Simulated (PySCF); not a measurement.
CH5Cl2NSi. Atoms are numbered in the order given.

```xyz
10

Si     0.0542    -0.3101    -0.3128
Cl     1.4098     1.0069    -1.1238
Cl     0.7292    -0.8070     1.5828
N     -1.4613     0.4664    -0.3307
C     -2.7108    -0.1827    -0.0024
H      0.0101    -1.5751    -1.0799
H     -1.4665     1.4768    -0.2385
H     -2.9767    -0.1115     1.0679
H     -3.5416     0.2381    -0.5911
H     -2.6535    -1.2536    -0.2534
```

Geometry: PBE0-D3(BJ)/def2-SVP. The values are those of a single conformer.

All values below come from PBE/def2-TZVP run with PySCF.

The molecule is in vacuum.

- total energy = -1305.31401 hartree
- highest occupied level = -6.08 eV
- lowest empty level = -0.56 eV
- orbital gap = 5.52 eV
- dipole moment = 2.43 D
- quadrupole, principal values (traceless, Buckingham form, about the centre of nuclear charge) = -5.64, 1.17, 4.48 D·Å
- mean static polarisability = 69.5 bohr³ (10.29 Å³)
- polarisability, principal values = 57.5, 72.0, 78.9 bohr³
